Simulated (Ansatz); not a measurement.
`C[N]([SiH3])[AlH][F]` and `CN([SiH3])[AsH2]` differ in one atom or group.

Ansatz, PBE0-D4/def2-TZVP geometries, multiplicity 1. Each molecule was computed in one conformer, which needn't be the lowest.

Scalar relativity is left out up to krypton.

```tsv
property	`C[N]([SiH3])[AlH][F]`
LUMO energy (ωB97M-V/def2-TZVPP) / eV	1.04
HOMO–LUMO gap (B3LYP/def2-TZVPP) / eV	6.43
HOMO energy (PBE/def2-TZVPP) / eV	-6.11
size of the dipole moment (B3LYP/def2-TZVPP) / D	2.06
size of the dipole moment (ωB97M-V/def2-TZVPP) / D	2.02
HOMO energy (ωB97M-V/def2-TZVPP) / eV	-9.66
```

(1) Give the same properties after the change, and the shifts. (An estimate is asked.)

Answers

(1) The calculation gave: 
| property | `CN([SiH3])[AsH2]` | shift |
| --- | --- | --- |
| LUMO energy (ωB97M-V/def2-TZVPP) / eV | 1.52 | 0.48 |
| HOMO–LUMO gap (B3LYP/def2-TZVPP) / eV | 6.17 | -0.26 |
| HOMO energy (PBE/def2-TZVPP) / eV | -5.57 | 0.54 |
| size of the dipole moment (B3LYP/def2-TZVPP) / D | 0.65 | -1.41 |
| size of the dipole moment (ωB97M-V/def2-TZVPP) / D | 0.65 | -1.37 |
| HOMO energy (ωB97M-V/def2-TZVPP) / eV | -9.11 | 0.55 |

With PBE0 the HOMO rises by 0.52 eV and the LUMO rises by 0.23 eV, so the gap narrows by about 0.29 eV. PBE moves the HOMO by 0.54 eV and ωB97M-V by 0.55 eV. Dipoles are sizes alone; their direction can turn.

B3LYP here is the variant with VWN-RPA as its local correlation; programs differ in this.
